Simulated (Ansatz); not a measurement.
Species: CH5ClOSi, SMILES `OC[SiH2]Cl` (H–O–C–Si torsion -176°, O–C–Si–Cl torsion 67°) (charge 0, multiplicity 1), formula CH₅ClOSi.

Q: How many basis functions does frozen-core CCSD(T)/def2-TZVPP // PBE0-D4/def2-TZVP (Ansatz, a quantum-chemistry and plane-wave program) use, how many core orbitals are frozen, and how many electrons are correlated?

A: 216 basis functions and 12 frozen orbitals, which leaves 26 correlated electrons. Core time is of the order of minutes.
